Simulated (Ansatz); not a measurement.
Ansatz (a quantum-chemistry and plane-wave program) input:

Ansatz 0.2 input:
```yaml
crystal:
  periodic: [false, false, false]
  atoms:
    - {symbol: Bi, position_ang: [0.00044982, -0.00166659, 0.25383416]}
    - {symbol: F, position_ang: [-1.37167859, -1.02994141, -0.78467261]}
    - {symbol: F, position_ang: [-0.21263127, 1.70933239, -0.76874137]}
    - {symbol: F, position_ang: [1.58016150, -0.66402128, -0.78750108]}
basis:
  gaussian:
    orbitals: def2-TZVP
hamiltonian:
  xc: {name: PBE0}
```

### Question
Predict the final energy.

### Answer
-514.10899 Eh (PBE0/def2-TZVP). The basis has 143 functions.
